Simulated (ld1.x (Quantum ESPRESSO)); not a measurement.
# What one change does to a pseudopotential (He, TM semilocal)

helium (He), norm-conserving Troullier–Martins (semilocal form), made with ld1.x (Quantum ESPRESSO) 7.5 (LDA (PZ), non-relativistic). Core none, reference 1s1 (charge +1). Waves: 1s (bound): rc 0.80 bohr; 2p channel at 0.4 Ry: rc 0.65 bohr. Local part: the p channel. Core correction: none.

Change: wave 1s (bound): rc 0.80 bohr becomes 1s (bound): rc 1.18 bohr.

Cutoffs: the cutoffs (Ry, on a coarse ladder) from which the occupation-weighted sum of valence levels, in a spherical-Bessel basis at the reference potential, stays within 10 and 1 mRy of its value at 400 Ry; they do not see the model core or the augmentation charge, which bear on the density cutoff. Errors are all-electron minus pseudo energies relative to the spin-unpolarised reference configuration.

Problem. What does the change do?

Solution. The potential gets softer (80 Ry and 120 Ry → 50 Ry and 70 Ry); of the 4 tests that both files solve, the error grows in 4 and shrinks in 0 by more than 15 % and 0.3 meV (median size 10.8 → 50.2 meV); neither file shows a bound ghost. A larger radius leaves more room for a smooth pseudo-wave, so fewer plane waves are needed. More of the atom is replaced by a form fitted at one configuration, so other configurations suffer. A semilocal file is local in each channel, so a ghost entry of none says nothing of the separable form that plane-wave codes build from it.

```tsv
quantity	base	changed
cutoff, loose	80 Ry	50 Ry
cutoff, tight	120 Ry	70 Ry
bound ghosts	none	none
error for 1s2, meV [ΔE -26.48 eV]	+15	+71
error for 1s1.5, meV [ΔE -16.11 eV]	+6.4	+29
error for 1s1 (spin-polarised), meV [ΔE -2.20 eV]	-24	-81
error for 1s1.5 (spin-polarised), meV [ΔE -16.46 eV]	+3.1	+18
```
